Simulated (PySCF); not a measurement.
The vertical singlet excitations below were computed for one of the candidates. Computed with PySCF 2.14.0, density-fitted response routines, TDDFT PBE0/def2-SVPD, vertical, gas phase, core orbitals frozen in the response. Geometries: GFN2-xTB, one conformer each.

```tsv
state	E (eV)	f
S1	4.92	0.022
S2	5.79	0.012
S3	6.02	0.020
S4	6.23	0.014
S5	6.42	0.014
S6	6.71	0.027
```

Orbital energies (eV): HOMO-3 -10.34, HOMO-2 -8.60, HOMO-1 -8.02, HOMO -7.00, LUMO -0.81, LUMO+1 0.12, LUMO+2 0.40.

Question: Which candidate is it?
A. `FC1=COC(F)=CC1`
B. `O=[S@@]1C=C(F)C[C@@H](F)C1`
C. `CCOC[C@@H](F)CCl`

Answer: B. Its S1, at 4.92 eV, is the lowest among the candidates; the nearest of the others has S1 at 5.32 eV. S1 is HOMO→LUMO (95%). Löwdin shares by element: HOMO oxygen 44%, sulfur 30%, carbon 15% or more; LUMO carbon 50% or more, sulfur 18%, fluorine 6% or more (atoms not listed hold the other 26%). At the same level the other candidates give, for their lowest levels:
- `FC1=COC(F)=CC1`: 5.32 eV (f 0.018); 6.08 eV (f 0.004); 6.62 eV (f 0.000); 6.64 eV (f 0.006); 6.94 eV (f 0.012); T1 3.93 eV; HOMO -6.69, LUMO -0.19 eV
- `CCOC[C@@H](F)CCl`: 7.16 eV (f 0.011); 7.28 eV (f 0.013); 7.46 eV (f 0.003); 7.50 eV (f 0.003); 7.75 eV (f 0.014); T1 6.73 eV; HOMO -7.79, LUMO 0.44 eV
Triplets come from the Tamm–Dancoff approximation.
